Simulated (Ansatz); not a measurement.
**Interaction energy ladder**

The pair of GeH4 (SMILES [GeH4], atoms 1–5) and AsH3 (SMILES [AsH3], atoms 6–9), both closed shells, in one local arrangement (a lower one may exist), relaxed at PBE0-D4/def2-TZVP:

```
9
angstrom
Ge -0.1416 0.0935 -1.7936
H 0.3549 -1.3259 -1.4896
H 0.9852 1.0991 -1.5225
H -1.3412 0.4180 -0.8919
H -0.5691 0.1854 -3.2644
As -0.3919 0.1289 2.3775
H 0.6312 -0.2762 3.4294
H -0.1929 -1.1677 1.6060
H 0.6654 0.8450 1.5491
```

Ansatz 0.2.0; basis: def2-TZVPPD, with def2-QZVPPD for the basis limit; cores frozen in the correlated methods. Filled d shells of the heavier atoms are correlated. The def2 sets are not built for correlating such inner shells, so the correlated values are less sure here. B3LYP uses VWN-RPA correlation. Extrapolation: Hartree–Fock as exp(−7.88 √X), correlation as X^−2.97. Interaction energies count from these two fragments, frozen as in the pair, with the counterpoise correction; negative means bound.

Question: What is the interaction energy by CCSD(T) at an estimated basis limit (MP2 extrapolated from triple and quadruple zeta, plus CCSD(T) − MP2 in triple zeta)? (To be estimated.)

Answer: By the calculation: -4.6 kJ/mol. Hartree–Fock alone gives 3.6 kJ/mol at the basis limit, so without correlation the pair would not bind at this distance. It counts from the two fragments frozen as in the pair.

The same quantity by other methods in triple zeta, and each one's difference from that estimate:
```csv
method,E_int (kJ/mol),difference
PBE-D4,-5.4,-0.8
revPBE-D4,-4.8,-0.2
BLYP-D4,-4.3,0.3
r2SCAN-D4,-3.4,1.2
B97M-V,-3.9,0.7
PBE0-D4,-4.9,-0.3
B3LYP-D4,-4.7,-0.1
HSE06-D4,-4.9,-0.3
wB97X-V,-4.1,0.5
wB97M-V,-4.1,0.5
B2PLYP,0.2,4.8
HF,3.7,8.3
MP2,-3.6,1.0
CCSD,-2.3,2.3
CCSD(T),-3.3,1.3
```
Differences are method less estimate.

Basis-set superposition shift (counterpoise-corrected less uncorrected): CCSD(T) 2.6; MP2 2.7; HF 0.6; PBE0-D4 0.5; wB97M-V 0.6 kJ/mol.

No T1 diagnostic of these runs exceeds 0.012.

For scale, one of the runs: CCSD(T)/def2-TZVPPD, 227 basis functions, launched by `ansatz run in.yaml --threads 4 --pin off --events-out ev --progress --plain --max-ram 9574MiB`. The run took 2 min on 4 CPU threads of an AMD EPYC 7R43 (shared host), with 3.6 GiB of host memory at its peak.
